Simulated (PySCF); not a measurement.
C7H5NO.
SMILES with atom numbers: `[N:1]#[C:2][O:3][c:4]1[cH:5][cH:6][cH:7][cH:8][cH:9]1` (hydrogens: H10 on C5; H11 on C6; H12 on C7; H13 on C8; H14 on C9)

Structure used (PBE0-D3(BJ)/def2-SVP), in Å, numbered top down from 1:
```xyz
14
C7H5NO angstrom
N      3.413   -1.085   -0.088
C      2.599   -0.263   -0.179
O      1.735    0.679   -0.282
C      0.379    0.363   -0.398
C     -0.479    1.446   -0.542
C     -1.844    1.202   -0.662
C     -2.331   -0.105   -0.638
C     -1.447   -1.172   -0.493
C     -0.076   -0.949   -0.371
H     -0.068    2.456   -0.558
H     -2.531    2.043   -0.777
H     -3.403   -0.292   -0.733
H     -1.822   -2.198   -0.472
H      0.627   -1.777   -0.257
```

Theory: PySCF 2.14.0, density-fitted response routines, TDDFT wB97X-D/def2-SVPD, vertical, gas phase, core orbitals frozen in the response.

```tsv
state	E (eV)	E (kJ/mol)	λ (nm)	f	|μ| (D)	main configurations (H = HOMO, L = LUMO)
S1	5.40	521	229.7	0.0072	0.59	H→L (65%), H-1→L+1 (32%)
S2	6.12	590	202.7	0.044	1.37	H→L+1 (66%), H-1→L (32%)
S3	6.97	673	177.8	0.638	4.91	H-1→L (46%), H→L+1 (21%), H-1→L+1 (18%)
S4	7.07	682	175.5	0.536	4.47	H-1→L+1 (44%), H→L (23%), H-1→L (18%)
S5	7.21	695	172.0	0.0022	0.28	H→L+5 (28%), H→L+3 (23%), H-2→L+5 (20%)
S6	7.35	709	168.8	0.013	0.67	H→L+2 (76%), H→L+3 (10%)
S7	7.74	747	160.1	0.018	0.79	H→L+3 (53%), H→L+2 (12%)
S8	7.92	765	156.5	0.0016	0.23	H-3→L (24%), H-1→L+2 (21%), H-4→L (18%)
S9	7.93	765	156.4	0.0006	0.14	H-1→L+2 (50%), H-1→L+3 (14%), H-3→L (10%)
```

Triplets (Tamm–Dancoff): T1 4.19 eV, H→L+1 (52%), H-1→L (41%); T2 4.70 eV, H→L (87%), H-1→L+1 (8%); T3 4.85 eV, H-1→L (56%), H→L+1 (41%); T4 5.36 eV, H-1→L+1 (90%), H→L (8%).

The lowest singlet comes at 230 nm (521 kJ/mol) in the ultraviolet; it is weak; its leading configuration is HOMO→LUMO (65%). The most intense listed level is S3 at 6.97 eV (178 nm, f = 0.638), 1.58 eV above S1. S8/S9 lie within about 0.01 eV of each other. Löwdin shares by element: HOMO carbon 48% or more, oxygen 14% (atoms not listed hold the other 38%); LUMO carbon 73% or more (atoms not listed hold the other 27%). The listed states span 2.53 eV, and the widest gap between neighbours is 0.86 eV (S2 to S3). Weighted by f, the mean energy of these states is 6.99 eV. Of the 9 states listed, 5 reach f = 0.01 and none stays under 0.0005. No computed singlet lies in the visible range (380 to 750 nm); the lowest, at 230 nm, stands 2.13 eV above its violet end (3.26 eV). The vertical ionisation energy (ΔSCF) is 9.49 eV, 1.56 eV above S9. Orbitals of the list HOMO-3 to LUMO+2 that lie within 0.01 eV of each other are written together with a slash and their weights summed (≥ marks a lower bound); for degenerate orbitals outside that list single weights are arbitrary. Singlets were solved by full linear response, triplets in the Tamm–Dancoff approximation. The highest level found (8.03 eV, f 0.0054 so far) is left out, since the window may have cut off a degenerate partner.

One conformer stands for the species.
